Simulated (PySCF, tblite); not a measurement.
Compound: CH9ClOSi4.
SMILES with atom numbers: `[CH3:1][Si@@H:2]1[O:3][Si@@H:4]([Cl:5])[SiH2:6][SiH2:7]1` (hydrogens: H8, H9, H10 on C1; H11 on Si2; H12 on Si4; H13, H14 on Si6; H15, H16 on Si7)

Jobs on this species (16 atoms, 96 electrons) with PySCF (density fitting) and tblite. Hardware of each: one thread of an Arm Neoverse N1, on a shared host. Times come from a shared host and carry two figures at best.

| level and settings | work | basis functions | SCF cycles | wall time |
| --- | --- | --- | --- | --- |
| PBE0/pcSseg-1 | shieldings, ring-centre shieldings, charges and field gradients | 199 | ? | ? |
| GFN2-xTB | L-BFGS relaxation | – | – | ? |
| GFN2-xTB | Hessian by finite differences | – | – | 1.5 s |
| B3LYP/def2-SVPD | 8 singlets by full TDDFT, 3 Tamm–Dancoff triplets, polarisability | 238 | 13 | 84 s |

Q: Fill in the missing figures.

A: 
- PBE0/pcSseg-1; shieldings, ring-centre shieldings, charges and field gradients: 57 s, 13 SCF cycles
- GFN2-xTB; L-BFGS relaxation: 2.3 s

Q: What do all jobs in the table cost together?

A: About 2.4 min; the longest takes about 58 % of that, and about 56 times as long as the shortest.
